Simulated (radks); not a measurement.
Results of a calculation; reference values are marked as such.
The rubidium ion Rb10+, 27 electrons, occupied as [Ar] 3d(3/2: 3, 5/2: 6).

Level of theory: Dirac Kohn-Sham, BLYP, spin-unpolarised, spherical densities, finite nucleus; Fermi nuclear charge, rms radius 4.2036 fm (a radial shooting solver on a logarithmic mesh with Libxc functionals).

Energy parts (Ry):
| part | energy |
|---|---|
| total | -5894.84179 |
| kinetic | 6064.54338 |
| electron-nucleus | -13825.49076 |
| Hartree | 2056.36421 |
| exchange-correlation | -190.25862 |

Orbitals (lengths in bohr, moments of r in powers of bohr; r(max) is where P^2 peaks):
orbital  occ.  eigenvalue (Ry)   r(max)     <r^2>
1s1/2       2        -1120.142  0.02628  0.002187
2s1/2       2        -162.6523   0.1496   0.03717
2p1/2       2        -148.9996   0.1172   0.02839
2p3/2       4        -144.5209   0.1206   0.02981
3s1/2       2        -36.13583   0.4478    0.2892
3p1/2       2        -31.22370   0.4362    0.2916
3p3/2       4        -30.52008   0.4448    0.3026
3d3/2       3        -21.93637   0.3830    0.2959
3d5/2       6        -21.81156   0.3855    0.2995

The highest occupied level is 3d5/2 at -296.76 eV. For comparison, the ionisation energy in NIST's Atomic Spectra Database is 313 eV (theoretical). In exact Kohn-Sham theory the highest level is minus the ionisation energy, but local and semilocal functionals leave it too shallow, through self-interaction and a potential that decays too fast; potentials with the right tail come closer. The density falls to 0.001 e/bohr^3 at r = 1.64 bohr. Summed over all electrons, <r^2> = 5.311 bohr^2, which gives a Langevin (diamagnetic) susceptibility term of -4.21 x 10^-6 cm^3/mol. The electron density at the nucleus is 5.489e+04 e/bohr^3.

Beside tabulated values, note that spin-unpolarised runs miss the spin-polarisation part of the exchange energy of open shells.
